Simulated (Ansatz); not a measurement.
Basis-set series for F4Ti, SMILES `[F][Ti]([F])([F])[F]`. Charge 0, multiplicity 1. All single points use the PBE0-D4/def2-TZVP geometry.

```xyz
5

F     1.207   -0.875    0.895
Ti    0.000    0.000    0.000
F     0.667    1.509   -0.551
F    -1.370    0.311    1.025
F    -0.504   -0.945   -1.370
```

```tsv
functional	basis	functions	energy (Eh)	HOMO (eV)	LUMO (eV)
PBE0-D4	def2-SVP	87	-1248.12556	-12.29	-3.16
PBE0-D4	def2-QZVPP	321	-1248.78025	-12.51	-3.07
ωB97M-V	def2-SVP	87	-1248.54121	-14.74	-0.71
ωB97M-V	def2-QZVPP	321	-1249.20337	-15.02	-0.68
```

Q: Give the rows for def2-TZVPP. (An estimate is asked.)

A: Computed: 
```
functional       basis  functions  energy (Eh)  HOMO (eV)  LUMO (eV)
   PBE0-D4  def2-TZVPP        188  -1248.74283     -12.52      -3.10
   ωB97M-V  def2-TZVPP        188  -1249.16853     -15.01      -0.70
```

Scalar relativity is left out up to krypton.
